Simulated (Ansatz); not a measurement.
**Cost against result**

Saddle point of CH₇NSn, closed shell (CH₇NSn ([CH3][SnH2][NH2]) → SnNH₃ ([NH][SnH2]) + CH₄; bonds formed: C2–H4; bonds broken: Sn1–C2, N3–H4), PBE0-D4/def2-TZVP structure:

```xyz
10
angstrom
Sn -1.0687 -0.0486 0.6415
C 1.2514 -0.0674 -0.0953
N -1.2265 -0.1446 -1.3124
H 0.1966 0.0074 -0.9037
H -1.1708 1.3351 1.6653
H -1.0113 -1.4495 1.6343
H 1.8351 0.6768 -0.6437
H 1.6861 -1.0597 -0.2090
H 1.3769 0.2299 0.9619
H -1.8689 0.5207 -1.7390
```

Barriers are electronic and count from the start structure reached by relaxing down the imaginary mode.

Program: Ansatz 0.2.0. Basis: as named in each row. Cores are frozen in the correlated methods. Filled d shells of the heavier atoms are correlated. Core potentials replace the inner electrons of the atoms past krypton. The def2 sets are not built for correlating such inner shells, so the correlated values are less sure here. B3LYP uses VWN-RPA correlation. Extrapolation: Hartree–Fock as exp(−7.88 √X), correlation as X^−2.97.

Times are rough, for one single point on 4 threads of a shared host (Arm Neoverse V1).

The estimate by CCSD(T) at an estimated basis limit (MP2 extrapolated from triple and quadruple zeta, plus CCSD(T) − MP2 in triple zeta) is 349.3 kJ/mol.

```csv
method,basis,time (s),barrier (kJ/mol),method less estimate
SPW92,def2-SVP,under 1,309.0,-40.3
PBE-D4,def2-SVP,under 1,318.1,-31.3
PBE0-D4,def2-SVP,under 1,350.8,1.4
SPW92,def2-TZVPP,under 1,304.7,-44.7
PBE-D4,def2-TZVPP,2,314.2,-35.2
BLYP-D4,def2-TZVPP,2,321.3,-28.0
B3LYP-D4,def2-TZVPP,2,345.4,-4.0
BHLYP-D4,def2-TZVPP,2,377.9,28.5
PBE0-D4,def2-TZVPP,2,343.6,-5.7
CAM-B3LYP-D4,def2-TZVPP,2,360.8,11.4
r2SCAN-D4,def2-TZVPP,3,333.0,-16.3
r2SCAN0-D4,def2-TZVPP,3,354.0,4.7
wB97M-V,def2-SVP,4,365.6,16.3
CCSD(T),def2-SVP,4,374.3,25.0
B2PLYP,def2-TZVPP,4,349.7,0.4
PBE-QIDH,def2-TZVPP,4,359.2,9.9
RPA on PBE,def2-TZVPP,5,350.7,1.4
wB97X-V,def2-TZVPP,6,364.2,14.9
B97M-V,def2-TZVPP,7,343.0,-6.4
wB97M-V,def2-TZVPP,7,357.9,8.6
MP2,def2-QZVPP,14,344.9,-4.5
CCSD(T),def2-TZVPP,85,357.5,8.1
```

All methods are single points on the PBE0-D4 structures.

T1 diagnostic: at most 0.022. The restricted Hartree–Fock reference is unstable towards an unrestricted one at one or more of these structures.

Labels in which every atom is bracketed show which atoms are joined, not bond orders.
